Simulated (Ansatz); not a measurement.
C3H6Si can be A, `C1=C[SiH2]C1`, or B, `C=C1C[SiH2]1`.

Gas-phase electronic energies from Ansatz, PBE0-D4/def2-TZVP geometries. CCSD(T)/CBS adds triple-zeta CCSD(T) − MP2 to the extrapolated MP2 energy (def2 sets, frozen cores). Functionals use def2-TZVPP. B3LYP here is the variant with VWN-RPA as its local correlation; programs differ in this.

Q: Which is lower in electronic energy at CCSD(T)/CBS, and by how much? (Best estimate.)

A: The calculation gave: A, by 23.1 kcal/mol.

Q: Give E(B) − E(A) in kcal/mol with r2SCAN-D4, MP2/def2-TZVPP, B3LYP, BLYP-D4, PBE0-D4, B3LYP-D4, B2PLYP. (Estimate.)

A: Computed: r2SCAN-D4 20.4, MP2/def2-TZVPP 23.6, B3LYP 20.2, BLYP-D4 18.5, PBE0-D4 22.0, B3LYP-D4 20.4, B2PLYP 21.7. None reverses the order clearly.

Q: Does the order hold for the free energy at 298.15 K (harmonic terms from PBE0-D4)? (Estimate.)

A: The calculation gave: Yes: G(B) − G(A) = +21.6 kcal/mol.

Largest T1 diagnostic: 0.012.

Leaving LDA and LC-ωPBE aside and taking each functional with its dispersion term where it has one, the values, not all of them listed here, spread over 5.6 kcal/mol, from BLYP-D4 to PBE-QIDH. LDA lies +0.9 kcal/mol from PBE without D4. From PBE to PBE0 (25 % exact exchange), in def2-TZVPP and without D4, E(B) − E(A) moves by +2.4 kcal/mol.
